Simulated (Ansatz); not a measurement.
Other settings, tried on (Cl2B-mu-SMe)2 (C2H6B2Cl4S2).

```yaml
crystal:
  periodic: [false, false, false]
  atoms:
    - {symbol: B, position_ang: [0.581193, -0.048382, -1.603526]}
    - {symbol: Cl, position_ang: [2.328969, -0.170426, -1.134962]}
    - {symbol: Cl, position_ang: [0.215598, -0.035686, -3.370721]}
    - {symbol: S, position_ang: [-0.352435, 1.524628, -0.777815]}
    - {symbol: C, position_ang: [0.577916, 1.888911, 0.749887]}
    - {symbol: B, position_ang: [-1.683071, 0.116519, -0.257277]}
    - {symbol: Cl, position_ang: [-2.110173, 0.164680, 1.504718]}
    - {symbol: Cl, position_ang: [-3.056112, 0.198874, -1.425538]}
    - {symbol: S, position_ang: [-0.556341, -1.468918, -0.756894]}
    - {symbol: C, position_ang: [0.322712, -1.943882, 0.771134]}
    - {symbol: H, position_ang: [-0.159642, 2.052670, 1.557558]}
    - {symbol: H, position_ang: [1.263199, 1.058912, 1.000755]}
    - {symbol: H, position_ang: [1.160811, 2.808812, 0.561868]}
    - {symbol: H, position_ang: [-0.105653, -2.906610, 1.104634]}
    - {symbol: H, position_ang: [0.179495, -1.179983, 1.557492]}
    - {symbol: H, position_ang: [1.393545, -2.060120, 0.518697]}
basis:
  gaussian: {orbitals: cc-pVDZ}
hamiltonian: {xc: {name: wB97X-V}}
scf: {omitted_lower_state_checks: [starts]}
output: {forces: true}
```

```sh
$ ansatz run in.yaml --threads 2 --pin off --events-out ev --progress --plain --max-ram 22528MiB --backend cpu
```

It prints (some lines left out):

```
Functional definition: wB97X-V
1947 factors; integrals over basis functions are off by at most 9.9e-4 eV
542 factors; integrals over basis functions are off by at most 4.4e-6 eV
mean field evaluation 1: about -75278.2998 eV, gradient 3.3e1 eV
mean field evaluation 2: about -75279.4970 eV, gradient 2.8e1 eV
mean field evaluation 4: about -75281.4291 eV, gradient 1.4e0 eV
mean field evaluation 8: about -75281.7292 eV, gradient 7.9e-2 eV
mean field evaluation 16: about -75281.7292 eV, gradient 4.7e-5 eV
mean field -75281.72921591 eV, -2766.5525208958 hartree, gradient 4.7e-5 eV, S^2 0.000000; 0 other end points of the search recorded, 0 dependent functions left out
reference -75281.72921393 eV, -2766.5525208231 hartree; 64, 64 occupied and 130, 130 virtual orbitals, 1947 factors
Total energy: -75281.72921393 eV, -2766.5525208231 hartree
Atom 0 at     0.581193    -0.048382    -1.603526 Å, force    -0.149966     0.005674     0.149527 eV/Å
Atom 1 at     2.328969    -0.170426    -1.134962 Å, force    -0.002315     0.018818    -0.078771 eV/Å
Atom 2 at     0.215598    -0.035686    -3.370721 Å, force     0.041426    -0.004030    -0.039065 eV/Å
Atom 3 at    -0.352435     1.524628    -0.777815 Å, force     0.071854    -0.240198     0.143298 eV/Å
Atom 4 at     0.577916     1.888911     0.749887 Å, force     0.003648    -0.029452     0.074841 eV/Å
Atom 5 at    -1.683071     0.116519    -0.257277 Å, force     0.203313    -0.018016    -0.058863 eV/Å
Atom 6 at    -2.110173     0.164680     1.504718 Å, force    -0.063762    -0.003346    -0.041932 eV/Å
Atom 7 at    -3.056112     0.198874    -1.425538 Å, force    -0.052722     0.008241     0.017563 eV/Å
Atom 8 at    -0.556341    -1.468918    -0.756894 Å, force     0.095964     0.232606     0.144793 eV/Å
Atom 9 at     0.322712    -1.943882     0.771134 Å, force     0.068658     0.026669     0.048244 eV/Å
Atom 10 at    -0.159642     2.052670     1.557558 Å, force     0.196212     0.001515    -0.187722 eV/Å
Atom 11 at     1.263199     1.058912     1.000755 Å, force    -0.174278     0.185844    -0.030937 eV/Å
Atom 12 at     1.160811     2.808812     0.561868 Å, force    -0.123299    -0.193282     0.035874 eV/Å
Atom 13 at    -0.105653    -2.906610     1.104634 Å, force     0.090488     0.206092    -0.074274 eV/Å
Atom 14 at     0.179495    -1.179983     1.557492 Å, force     0.064957    -0.181846    -0.186431 eV/Å
Atom 15 at     1.393545    -2.060120     0.518697 Å, force    -0.270177    -0.015288     0.083856 eV/Å
Dipole moment:     0.459824    -0.024002     0.776388 e Å
Checks for a lower state left out: starts
```

Run time 35 s (2 threads of AMD EPYC 7R13 on a shared host), peak host memory 1.2 GiB.
